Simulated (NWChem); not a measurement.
System: CH5BOS2; SMILES COB(S)S

NWChem printed, in part:

```
             Northwest Computational Chemistry Package (NWChem) 7.3.0
             --------------------------------------------------------

                             Geometry "geometry" -> ""
                             -------------------------

 Output coordinates in angstroms (scale by  1.889725989 to convert to a.u.)

  No.       Tag          Charge          X              Y              Z
 ---- ---------------- ---------- -------------- -------------- --------------
    1 B                    5.0000    -0.13211600     0.14090900     0.02276700
    2 O                    8.0000    -1.23651600    -0.62075800    -0.13223300
    3 C                    6.0000    -1.21677300    -2.02638600    -0.07136600
    4 H                    1.0000    -0.56268300    -2.45203000    -0.85083400
    5 H                    1.0000    -0.86550600    -2.37984300     0.91261800
    6 H                    1.0000    -2.24066500    -2.39022800    -0.23232500
    7 S                   16.0000    -0.28341500     1.94974300    -0.07618800
    8 H                    1.0000    -1.61558000     1.94247400    -0.29843800
    9 S                   16.0000     1.49251000    -0.63489300     0.32771900
   10 H                    1.0000     2.19708100     0.51324100     0.39766700

 Effective nuclear repulsion energy (a.u.)     264.3131637202

  xc_inp: hfexch multiplicative factor not found.
                              NWChem Property Module
                              ----------------------

  itol2e modified to match energy
  convergence criterion.

                                 NWChem DFT Module
                                 -----------------

 Summary of "ao basis" -> "ao basis" (spherical)
 ------------------------------------------------------------------------------
       Tag                 Description            Shells   Functions and Types
 ---------------- ------------------------------  ------  ---------------------
 B                         def2-tzvp                11       31   5s3p2d1f
 O                         def2-tzvp                11       31   5s3p2d1f
 C                         def2-tzvp                11       31   5s3p2d1f
 H                         def2-tzvp                 4        6   3s1p
 S                         def2-tzvp                13       37   5s5p2d1f

  itol2e modified to match energy
  convergence criterion.

[...]

          -----------------------
          Electric field gradient
          -----------------------

 1 a.u. = 0.324123 10**(16) esu/cm**3  ( or statvolts/cm**2 ) = 0.97174 10**(22) v/m**2

 ------------------------------------------------------------
   Atom      X         Y         Z
 ------------------------------------------------------------
    1 B   -0.24966   0.26628   0.04302
 ------------------------------------------------------------

 Electric field gradient in molecular frame (a.u.)
         XX             YY             ZZ             XY             XZ             YZ
 ------------------------------------------------------------------------------------------
        0.143316       0.181565      -0.324881       0.032790       0.079815      -0.015602

 Principal components (a.u.) and orientation
 of principal axis w.r.t. absolute frame                      Asymmetry parameter eta
 --------------------------------------------------------------------------------------
       -0.338944       0.201928       0.137016                       0.191511

       -0.165796       0.546451       0.820916
        0.039980       0.835477      -0.548069
        0.985349       0.058048       0.160366

 ------------------------------------------------------------
   Atom      X         Y         Z
 ------------------------------------------------------------
    2 O   -2.33668  -1.17306  -0.24988
 ------------------------------------------------------------

 Electric field gradient in molecular frame (a.u.)
         XX             YY             ZZ             XY             XZ             YZ
 ------------------------------------------------------------------------------------------
        0.533454      -1.412472       0.879018      -0.578595      -0.036019      -0.003409

 Principal components (a.u.) and orientation
 of principal axis w.r.t. absolute frame                      Asymmetry parameter eta
 --------------------------------------------------------------------------------------
       -1.571578       0.885028       0.686550                       0.126292

        0.265113      -0.168218       0.949430
        0.964203       0.040902      -0.261991
        0.005238       0.984901       0.173040

 ------------------------------------------------------------
   Atom      X         Y         Z
 ------------------------------------------------------------
    3 C   -2.29937  -3.82931  -0.13486
 ------------------------------------------------------------

 Electric field gradient in molecular frame (a.u.)
         XX             YY             ZZ             XY             XZ             YZ
 ------------------------------------------------------------------------------------------
        0.226853      -0.430463       0.203611       0.000005       0.003902       0.025943

 Principal components (a.u.) and orientation
 of principal axis w.r.t. absolute frame                      Asymmetry parameter eta
 --------------------------------------------------------------------------------------
       -0.431523       0.227518       0.204005                       0.054488

        0.000234       0.985748      -0.168229
        0.999167       0.006635       0.040271
       -0.040814       0.168098       0.984925

 ------------------------------------------------------------
   Atom      X         Y         Z
 ------------------------------------------------------------
    4 H   -1.06332  -4.63366  -1.60784
 ------------------------------------------------------------

[...]
```

Level: Hartree-Fock/def2-TZVP. The geometry was optimised at PBE0/def2-SVP. NWChem prints the field gradient with the sign opposite to the second derivative of the potential.

Task: Which NWChem input produces such a log?

Result: One answer among several that fit: the input that was run:
```
start job
memory heap 200 mb stack 900 mb global 1100 mb
geometry units angstroms noautosym nocenter noautoz
  B     -0.132116     0.140909     0.022767
  O     -1.236516    -0.620758    -0.132233
  C     -1.216773    -2.026386    -0.071366
  H     -0.562683    -2.452030    -0.850834
  H     -0.865506    -2.379843     0.912618
  H     -2.240665    -2.390228    -0.232325
  S     -0.283415     1.949743    -0.076188
  H     -1.615580     1.942474    -0.298438
  S      1.492510    -0.634893     0.327719
  H      2.197081     0.513241     0.397667
end
basis spherical
  B library def2-tzvp
  O library def2-tzvp
  C library def2-tzvp
  H library def2-tzvp
  S library def2-tzvp
end
dft
  xc hfexch
  iterations 150
  semidirect filesize 400000000
end
property
  efieldgrad
end
task dft property
```
